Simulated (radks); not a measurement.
Ca+, configuration [Ar] 4s1 (the NIST ground configuration). All-electron calculation, non-relativistic Kohn-Sham, r2SCAN, spin-polarised, spherical densities, point nucleus; open shells are filled with parallel spins first; meta-GGA in the generalised Kohn-Sham scheme. Program: a radial shooting solver on a logarithmic mesh with Libxc functionals.

Local quantities along the radius. ELF = 1/(1 + alpha^2) is the electron localisation function; alpha = (tau - tau_W)/tau_unif compares the Pauli kinetic energy density with that of the uniform gas (summed over spins).

| r (bohr) | ELF | alpha |
|---|---|---|
| 0.003759 | 1.000 | 0.01307 |
| 0.004934 | 1.000 | 0.01392 |
| 0.006425 | 1.000 | 0.01509 |
| 0.008434 | 1.000 | 0.01682 |
| 0.01098 | 1.000 | 0.01931 |
| 0.01441 | 0.999 | 0.02327 |
| 0.01877 | 0.999 | 0.02952 |
| 0.02464 | 0.998 | 0.04071 |
| 0.03208 | 0.996 | 0.06120 |
| 0.04211 | 0.989 | 0.1055 |
| 0.05483 | 0.959 | 0.2063 |
| 0.07197 | 0.818 | 0.4721 |
| 0.09371 | 0.467 | 1.069 |
| 0.123 | 0.255 | 1.708 |
| 0.1602 | 0.374 | 1.295 |
| 0.2102 | 0.690 | 0.6699 |
| 0.2738 | 0.840 | 0.4368 |
| 0.3593 | 0.828 | 0.4559 |
| 0.4679 | 0.469 | 1.064 |
| 0.6142 | 0.102 | 2.968 |
| 0.7997 | 0.457 | 1.090 |
| 1.05 | 0.860 | 0.4034 |
| 1.367 | 0.860 | 0.4031 |
| 1.794 | 0.605 | 0.8088 |
| 2.336 | 0.137 | 2.510 |
| 3.066 | 0.461 | 1.082 |
| 3.993 | 0.962 | 0.1983 |
| 5.241 | 0.999 | 0.02922 |
| 6.824 | 1.000 | 0.005745 |
| 8.958 | 1.000 | 0.001349 |

On this mesh the ELF has minima near r = 0.12, 0.61, 2.3 bohr, which separate the shells, and maxima near 0.31 (0.85), 1.2 (0.88).
